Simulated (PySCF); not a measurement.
Allyl methanesulfonate, C₄H₈O₃S.
SMILES with atom numbers: `[CH2:1]=[CH:2][CH2:3][O:4][S:5]([CH3:6])(=[O:7])=[O:8]` (hydrogens: H9, H10 on C1; H11 on C2; H12, H13 on C3; H14, H15, H16 on C6)

Structure used (PBE0-D3(BJ)/def2-SVP), in Å, numbered top down from 1:
```
atom  x, y, z in Å
C1     2.564    0.355    0.911
C2     1.884   -0.539    0.193
C3     0.856   -0.160   -0.821
O4    -0.458   -0.612   -0.456
S5    -1.145    0.136    0.821
C6    -2.829   -0.092    0.326
O7    -0.794    1.546    0.767
O8    -0.904   -0.636    2.022
H9     2.388    1.429    0.793
H10    3.306    0.047    1.652
H11    2.041   -1.612    0.348
H12    1.037   -0.656   -1.786
H13    0.836    0.930   -0.978
H14   -3.010   -1.168    0.216
H15   -2.997    0.444   -0.615
H16   -3.446    0.322    1.134
```

Computed with PySCF at CAM-B3LYP/def2-SVPD, non-relativistic, on one gas-phase PBE0-D3(BJ)/def2-SVP geometry that isn't relaxed in the solvent. The solvent is an IEF-PCM continuum (van der Waals radii × 1.2), and excitations are vertical TDDFT with non-equilibrium linear response and a frozen core. Only the electrostatic response of the medium enters.

Gas-phase singlets (H = HOMO, L = LUMO):

```
state  E (eV)  λ (nm)      f  leading configurations
   S1   7.290     170  0.340      H→L 75%, H→L+1 19%
   S2   7.521     165  0.009     H-1→L 55%, H-4→L 9%
   S3   7.729     160  0.048    H→L+2 39%, H→L+1 24%
   S4   8.041     154  0.001  H-1→L 25%, H-1→L+1 15%
   S5   8.261     150  0.002    H→L+3 29%, H→L+1 20%
```

Q: Give the list for benzene (ε = 2.271), n² = 2.25.

A: 
| state | E (eV) | λ (nm) | f | leading configurations | change by rank (eV) |
| --- | --- | --- | --- | --- | --- |
| S1 | 7.125 | 174 | 0.435 | H→L 79%, H→L+1 17% | -0.165 |
| S2 | 7.534 | 165 | 0.004 | H-1→L 56%, H-4→L 10% | +0.013 |
| S3 | 7.723 | 161 | 0.074 | H→L+1 33%, H→L+2 29% | -0.006 |
| S4 | 8.101 | 153 | 0.001 | H-1→L 22%, H-1→L+1 18% | +0.060 |
| S5 | 8.280 | 150 | 0.005 | H→L+3 45%, H→L+1 16% | +0.019 |

Q: How does the list change in chloroform (ε = 4.711)?

A: 
| state | E (eV) | λ (nm) | f | leading configurations | change by rank (eV) |
| --- | --- | --- | --- | --- | --- |
| S1 | 7.141 | 174 | 0.421 | H→L 81%, H→L+1 14% | -0.149 |
| S2 | 7.533 | 165 | 0.004 | H-1→L 58%, H-4→L 10% | +0.012 |
| S3 | 7.731 | 160 | 0.083 | H→L+1 39%, H→L+4 24% | +0.002 |
| S4 | 8.130 | 152 | 0.001 | H-1→L+1 21%, H-1→L 19% | +0.089 |
| S5 | 8.291 | 150 | 0.005 | H→L+3 46%, H→L+1 14% | +0.030 |

Q: The ground-state energy changes by -0.307 eV from gas to chloroform. By how much does the total energy of gas-phase S1 change?

A: E(S1) = E(S0) + excitation energy, so it changes by -0.307 − 0.149 = -0.456 eV: it is lowered more than the ground state, which is what a red shift means. This is the vertical state, with the slow part of the continuum still set for S0.

Q: How do the frontier levels move from gas to chloroform?

A: 
```json
{"orbital": "LUMO+2", "gas (eV)": "1.55", "solvent (eV)": "1.74", "change (eV)": "+0.19"}
{"orbital": "LUMO+1", "gas (eV)": "1.06", "solvent (eV)": "1.13", "change (eV)": "+0.07"}
{"orbital": "LUMO", "gas (eV)": "0.67", "solvent (eV)": "0.77", "change (eV)": "+0.10"}
{"orbital": "HOMO", "gas (eV)": "-9.28", "solvent (eV)": "-9.24", "change (eV)": "+0.04"}
{"orbital": "HOMO-1", "gas (eV)": "-10.11", "solvent (eV)": "-10.25", "change (eV)": "-0.14"}
{"orbital": "HOMO-2", "gas (eV)": "-10.69", "solvent (eV)": "-10.81", "change (eV)": "-0.12"}
{"orbital": "HOMO-3", "gas (eV)": "-10.88", "solvent (eV)": "-11.00", "change (eV)": "-0.12"}
```

The HOMO–LUMO gap goes from 9.95 to 10.00 eV.

On an Arm Neoverse V1 with one thread, shared host with 32 logical CPUs at a one-minute load of 40, this took 61 s of wall time and 1.2 GiB of memory at its peak. This is the whole response run at CAM-B3LYP/def2-SVPD in chloroform, SCF included.
